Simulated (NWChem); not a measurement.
System: C$_{5}$H$_{8}$; SMILES C(CC=C)=C

NWChem input:

```
start job
memory heap 200 mb stack 900 mb global 1100 mb
geometry units angstroms
  C      0.552321     0.037726     2.219270
  C     -0.334148     0.271385     1.251616
  C     -0.486421    -0.544042     0.000000
  C     -0.334148     0.271385    -1.251616
  C      0.552321     0.037726    -2.219270
  H      1.257618    -0.797862     2.159891
  H      0.606900     0.671424     3.108419
  H     -1.017375     1.125038     1.353763
  H     -1.497801    -0.995803     0.000000
  H      0.233091    -1.378375     0.000000
  H     -1.017375     1.125038    -1.353763
  H      1.257618    -0.797862    -2.159891
  H      0.606900     0.671424    -3.108419
end
basis spherical
  C library 6-31g*
  H library 6-31g*
end
dft
  xc hfexch
  iterations 150
end
driver
  maxiter 120
end
task dft optimize
```

The level has its own optimisation. Brackets give each atom's bonded neighbours.

Q: What results follow from this input? (Hartree-Fock/6-31G* (spherical d).) Quantities: r C–C [C(CCH)–C(CHH)] (Å); r C–H [C(CHH)–H(C)] (Å); r C–C [C(CCH)–C(CCHH)] (Å); r C–H [C(CCH)–H(C)] (Å); dipole (D).

A: 
```
Property                    Value
--------------------------  -----
r C–C [C(CCH)–C(CHH)] (Å)   1.318
r C–H [C(CHH)–H(C)] (Å)     1.076
r C–C [C(CCH)–C(CCHH)] (Å)  1.508
r C–H [C(CCH)–H(C)] (Å)     1.079
dipole (D)                   0.25
```
